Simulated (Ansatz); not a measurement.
Geometry optimisation, RKS PBE/6-31G* (Ansatz).

input.yaml

```yaml
crystal:
  periodic: [false, false, false]
  atoms:
    - { symbol: O, position_ang: [-0.8014, -0.2641, 1.3495] }
    - { symbol: Si, position_ang: [0.0303, 0.0807, -0.0137] }
    - { symbol: O, position_ang: [0.8666, -1.223, -0.5135] }
    - { symbol: F, position_ang: [1.0931, 1.3176, 0.2518] }
    - { symbol: Cl, position_ang: [-1.2714, 0.5235, -1.5199] }
    - { symbol: H, position_ang: [-1.342, 0.5606, 1.6687] }
    - { symbol: H, position_ang: [1.486, -1.0633, -1.2685] }
basis:
  gaussian: { orbitals: "6-31G*" }
hamiltonian:
  xc: pbe
relax:
  f_tol: 0.015
  max_steps: 40
output:
  orbitals: {}
```

Command:

```bash
$ ansatz run input.yaml --threads 1 --pin off --max-ram 2048MiB --backend cpu --events-out ev --progress --plain --runs-dir out
```

Task: Where does it end, and by what steps?

Result: The run converged. After 17 steps the energy has fallen by 0.210 eV; Cl5 moved furthest, 0.33 Å.

```tsv
step	energy less start (eV)	largest force component (eV/Å)	accepted
0	0.0000	1.896	yes
1	-0.1592	1.063	yes
2	-0.1864	0.576	yes
3	-0.1955	0.574	yes
4	-0.1953	0.606	no
5	-0.2039	0.095	yes
6	-0.2050	0.096	yes
7	-0.2052	0.107	yes
8	-0.1664	1.617	no
9	-0.2071	0.196	yes
10	-0.2074	0.225	yes
11	-0.2075	0.211	yes
12	-0.1332	1.496	no
13	-0.2086	0.141	yes
14	-0.2093	0.077	yes
15	-0.2097	0.040	yes
16	-0.2094	0.078	no
17	-0.2101	0.005	yes
```

```xyz
7
Properties=species:S:1:pos:R:3
O -0.674 -0.174 1.402
Si 0.074 0.132 -0.029
O 0.779 -1.279 -0.494
F 1.192 1.288 0.099
Cl -1.298 0.835 -1.411
H -1.504 0.320 1.540
H 1.493 -1.191 -1.153
```

Whether the end is a true minimum wasn't checked by a vibrational analysis.

Run time: 45 s on 1 thread of Intel(R) Xeon(R) 6975P-C (Granite Rapids), with other jobs on the host, peak memory 0.15 GiB.
